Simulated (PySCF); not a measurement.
# A small calculation by hand: dipole moment from atomic charges

B(H)(NH2)2 (BH5N2), SMILES B(N)N. Atoms are numbered in the order given.

```xyz
8

B      0.0000     0.0000    -0.4990
H      0.0000     0.0000    -1.6944
N      0.0000    -1.2400     0.1763
H      0.0000    -2.1143    -0.3162
H      0.0000    -1.3429     1.1770
N      0.0000     1.2400     0.1763
H      0.0000     1.3429     1.1770
H      0.0000     2.1143    -0.3162
```
Charge 0, spin multiplicity 1.

Geometry: B3LYP-D3(BJ)/def2-TZVP. The values are those of a single conformer.

Charges (e) from ωB97X/def2-TZVPD run with PySCF:

```tsv
atom	ESP fit	IAO
B1	0.828	0.185
H2	-0.174	-0.022
N3	-1.216	-0.620
H4	0.424	0.277
H5	0.464	0.261
N6	-1.216	-0.620
H7	0.464	0.261
H8	0.424	0.277
```

The dipole moment of the full density is 1.31 D.

Question: What dipole moment does each set of point charges give, and which comes closer to that of the density?

Answer: 
μ = Σ q r, and 1 e Å = 4.8032 D.
ESP fit: Σ q r = (0.000, 0.000, 0.277) e Å, |μ| = 1.33 D.
IAO: Σ q r = (0.000, 0.000, 0.166) e Å, |μ| = 0.80 D.
ESP fit comes closer in size. Point charges leave out the atoms' own dipoles (lone pairs, polarised bonds); fits to the potential absorb them, partitions of the density don't.
